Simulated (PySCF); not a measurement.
Ag(I) anion (AgI), SMILES [Ag][I] (connectivity only; charge and spin as stated), charge -1, multiplicity 2.

Geometry optimised at B3LYP-D3(BJ)/def2-TZVPD. The spin state was assumed, not searched. The def2 effective core potentials stand for the cores of Ag, I; spin–orbit coupling is left out.

The numbers are results of B3LYP-D3(BJ)/def2-TZVPD in PySCF, not measurements.

Frequencies are harmonic and unscaled.

```csv
mode,ν (cm⁻¹),IR (km/mol),moving atoms (share of kinetic energy)
1,111,12.4,"Ag 54 %, I 46 %"
```
